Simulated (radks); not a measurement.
Species: Xe. Configuration: [Xe] (the NIST ground configuration). All-electron calculation, non-relativistic Kohn-Sham, exchange-only B88, spin-polarised, spherical densities, point nucleus; relativity is left out, which matters for an element this heavy. Program: a radial shooting solver on a logarithmic mesh with Libxc functionals.

Normalised radial functions P(r) = r R(r), r in bohr:

r	4p	5s
0.002548	0.0048	0.0437
0.003372	0.0082	0.0552
0.004497	0.0142	0.0689
0.005998	0.0242	0.0842
0.007999	0.0408	0.0994
0.01067	0.0674	0.1118
0.01423	0.1087	0.1166
0.01898	0.1695	0.1072
0.02531	0.2524	0.0758
0.03349	0.3494	0.0192
0.04467	0.4458	-0.0627
0.05958	0.4937	-0.1477
0.07947	0.4246	-0.1929
0.106	0.1772	-0.1456
0.1414	-0.2318	0.0126
0.1886	-0.6308	0.2098
0.2515	-0.7168	0.2816
0.3327	-0.2908	0.1057
0.4438	0.5220	-0.2407
0.5919	1.1915	-0.4316
0.7895	1.2686	-0.2018
1.053	0.8446	0.3258
1.404	0.3640	0.7522
1.873	0.0978	0.8140
2.498	0.0149	0.5736
3.306	0.0012	0.2847
4.409	0.0000	0.0942
5.88	0.0000	0.0197
7.843	0.0000	0.0023

4p: eigenvalue -136.79 eV, 2 radial nodes at r = 0.121, 0.372 bohr, <r> = 0.778 bohr, 90 % of the charge inside 1.13 bohr. 5s: eigenvalue -17.100 eV, 4 radial nodes at r = 0.0361, 0.139, 0.365, 0.889 bohr, <r> = 1.95 bohr, 90 % of the charge inside 2.84 bohr.
